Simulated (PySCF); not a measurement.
Be(SH)2 (BeH2S2), SMILES [SH][Be][SH]. Atoms are numbered in the order given.

```xyz
5

Be     0.0000     0.0000     0.0331
S     -0.0582     1.9020     0.0519
H      0.8945     1.9800    -0.8965
S      0.0582    -1.9020     0.0519
H     -0.8945    -1.9800    -0.8965
```

Geometry optimised at r2SCAN-D4/def2-TZVP. Other conformers were not sampled.

Level of theory: PBE0/pcSseg-2 (PySCF).

GIAO shieldings, no solvent; atoms alike by connectivity are averaged. δ = σ(ref) − σ: ³³S against H2S (σ = 711.3 ppm); ¹H against TMS (σ = 31.54 ppm), references at their B3LYP-D3(BJ)/def2-TZVP geometries, non-relativistic.

```
nucleus   atoms  count  δ (ppm)
-------  ------  -----  -------
³³S      S2, S4      2    -23.9
¹H       H3, H5      2     0.61
```
